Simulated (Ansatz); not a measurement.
Diatomic CrMo, closed-shell singlet (the spin of the measured ground state). No spin–orbit coupling. Cr is treated without relativity. The T1 diagnostic near the minimum is 0.068, so single-reference values are doubtful.

The constants come from a fifth-degree fit in 1/R (seven points, main isotopes). In def2 and cc sets the state is the lowest found near the PBE0 minimum, followed along R. The singlet is held restricted.

Programs: Ansatz (Gaussian orbitals). Values without a source in brackets are computed. In def2 rows elements past Kr take small-core potentials, without spin–orbit coupling.

Quantity: r_e, from seven points a level.

Costs are ratios of core time to PBE/def2-TZVPP (roughly 8 s), for whole runs (searches for the state included, and forces where a run took them) on one shared machine, so rough; each error counts from the measured 1.8182 Å [Morse and co-workers].

| level | basis functions | cost |
|---|---|---|
| SVWN5/def2-TZVPP | 120 | ×0.9 |
| PBE/def2-TZVPP | 120 | ×1 |
| PBE0/def2-TZVPP | 120 | ×1 |
| B3LYP/def2-TZVPP | 120 | ×1 |
| BHLYP/def2-TZVPP | 120 | ×2 |
| r2SCAN/def2-TZVPP | 120 | ×2 |
| CAM-B3LYP/def2-TZVPP | 120 | ×2 |
| B97M-V/def2-TZVPP | 120 | ×3 |

Task: Which is the cheapest listed level whose error stays within 0.005 Å?

Result: none of those listed.

Each error (Å): SVWN5/def2-TZVPP -0.075; PBE/def2-TZVPP -0.055; PBE0/def2-TZVPP -0.101; B3LYP/def2-TZVPP -0.082; BHLYP/def2-TZVPP -0.050; r2SCAN/def2-TZVPP -0.076; CAM-B3LYP/def2-TZVPP -0.110; B97M-V/def2-TZVPP -0.080.

Ansatz is a first-principles code.
